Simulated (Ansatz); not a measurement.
Geometry optimisation, Ansatz 0.2.0, RHF/def2-SVP.

Input:

```yaml
crystal:
  periodic: [false, false, false]
  atoms:
    - { symbol: W, position_ang: [0.230876, 0.390761, -0.143835] }
    - { symbol: H, position_ang: [-0.610264, 0.152126, 2.662069] }
    - { symbol: Cl, position_ang: [2.463407, -0.065187, -1.113612] }
    - { symbol: O, position_ang: [-0.057057, 2.206701, -0.464764] }
    - { symbol: H, position_ang: [-0.662686, 2.674111, -1.02747] }
    - { symbol: O, position_ang: [-1.52516, 0.314829, 0.481929] }
    - { symbol: H, position_ang: [-1.891326, -0.52261, 0.741288] }
    - { symbol: O, position_ang: [0.16588, -1.435063, 0.401231] }
    - { symbol: H, position_ang: [0.914456, -2.013567, 0.350834] }
    - { symbol: O, position_ang: [-0.204512, 0.043441, -1.919805] }
    - { symbol: H, position_ang: [0.394189, -0.11885, -2.635325] }
    - { symbol: O, position_ang: [1.360373, 0.913248, 1.28816] }
    - { symbol: H, position_ang: [2.289048, 1.102144, 1.250298] }
    - { symbol: H, position_ang: [-0.012725, 0.400215, 2.956301] }
basis:
  gaussian: { orbitals: def2-SVP }
hamiltonian:
  xc: hf
relax:
  f_tol: 0.03
  max_steps: 50
```

Run as:

```bash
$ ansatz run input.yaml --threads 4 --pin off --max-ram 5120MiB --backend cpu --events-out ev --progress --plain --runs-dir out
```

Problem. Where does it end, and by what steps?

Solution. The run converged. The force dipped under the threshold on the way, but the program's further checks kept it going. After 29 steps the energy has fallen by 0.436 eV; H2 moved furthest, 1.94 Å.

```tsv
step	energy less start (eV)	largest force component (eV/Å)	accepted
0	0.0000	1.304	yes
2	-0.2703	0.272	yes
4	-0.3634	0.231	yes
6	-0.4044	0.321	yes
8	-0.3839	0.554	no
10	-0.4256	0.363	yes
12	-0.4310	0.093	yes
14	-0.4320	0.082	yes
16	-0.4330	0.027	yes
18	-0.4336	0.066	yes
20	-0.4341	0.113	yes
22	-0.4346	0.021	yes
24	-0.4351	0.041	yes
26	-0.4354	0.060	yes
28	-0.4356	0.031	yes
29	-0.4357	0.010	yes
```

```xyz
14
Properties=species:S:1:pos:R:3
W 0.179 0.322 -0.350
H -0.459 0.521 4.565
Cl 2.515 0.177 -1.160
O 0.036 2.163 -0.674
H -0.177 2.616 -1.477
O -1.550 0.143 0.279
H -1.973 -0.663 0.547
O 0.316 -1.548 -0.089
H 1.010 -2.156 -0.294
O -0.171 0.098 -2.177
H 0.427 -0.015 -2.900
O 1.021 0.743 1.241
H 1.886 1.064 1.451
H -0.207 0.579 3.864
```

Whether the end is a true minimum wasn't checked by a vibrational analysis.

The run took 54 s on 4 threads of Arm Neoverse V2, with other jobs on the host, peak memory 0.47 GiB.
